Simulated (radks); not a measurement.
Cu3+, 26 electrons, occupied as [Ar] 3d8. Calculated with a radial shooting solver on a logarithmic mesh with Libxc functionals: non-relativistic Kohn-Sham, PBE, spin-unpolarised, spherical densities, point nucleus.

X-ray form factor f0, the Fourier transform of the density (f0(0) = 26):

| sin(theta)/lambda (1/angstrom) | f0 (electrons) |
|---|---|
| 0.05 | 25.764 |
| 0.1 | 25.082 |
| 0.15 | 24.023 |
| 0.2 | 22.684 |
| 0.25 | 21.169 |
| 0.3 | 19.577 |
| 0.4 | 16.458 |
| 0.5 | 13.733 |
| 0.6 | 11.547 |
| 0.8 | 8.671 |
| 1 | 7.142 |
| 1.25 | 6.062 |
| 1.5 | 5.253 |
| 2 | 3.797 |
